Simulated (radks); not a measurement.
Results of a calculation; reference values are marked as such.
Pb38+, configuration [Kr] 4d8 (the NIST ground configuration). Code: a radial shooting solver on a logarithmic mesh with Libxc functionals. Model: scalar-relativistic Kohn-Sham, LDA (Slater exchange, VWN5 correlation), spin-polarised, spherical densities, finite nucleus; open shells are filled with parallel spins first (spin-orbit coupling, left out, can overturn this in heavy ions); Fermi nuclear charge, rms radius 5.5012 fm.

Normalised radial functions P(r) = r R(r), r in bohr:

```
   r/bohr * 4p down (the largest magnitude, 1.95, reaches the edge; | marks zero)
 0.002309                             *
 0.002603                             |*
 0.002935                             |*
 0.003309                             |*
 0.003731                             |*
 0.004207                             |*
 0.004743                             |*
 0.005348                             | *
 0.006029                             | *
 0.006798                             | *
 0.007665                             |  *
 0.008642                             |  *
 0.009744                             |   *
  0.01099                             |   *
  0.01239                             |    *
  0.01397                             |     *
  0.01575                             |      *
  0.01775                             |       *
  0.02002                             |        *
  0.02257                             |         *
  0.02545                             |          *
  0.02892                             |          *
  0.03261                             |           *
  0.03677                             |           *
  0.04146                             |          *
  0.04674                             |         *
   0.0527                             |       *
  0.05942                             |    *
    0.067                             |*
  0.07554                          *  |
  0.08517                      *      |
  0.09603                  *          |
   0.1083               *             |
   0.1221             *               |
   0.1376             *               |
   0.1552               *             |
    0.175                    *        |
   0.1973                          *  |
   0.2224                             |    *
   0.2508                             |            *
   0.2828                             |                   *
   0.3188                             |                        *
   0.3624                             |                          *
   0.4086                             |                         *
   0.4606                             |                     *
   0.5194                             |                *
   0.5856                             |           *
   0.6603                             |      *
   0.7444                             |   *
   0.8394                             | *
   0.9464                             |*
    1.067                             *
    1.203                             *
```

4p down: eigenvalue -2058.2 eV, 2 radial nodes at r = 0.0699, 0.206 bohr, <r> = 0.373 bohr, 90 % of the charge inside 0.534 bohr.
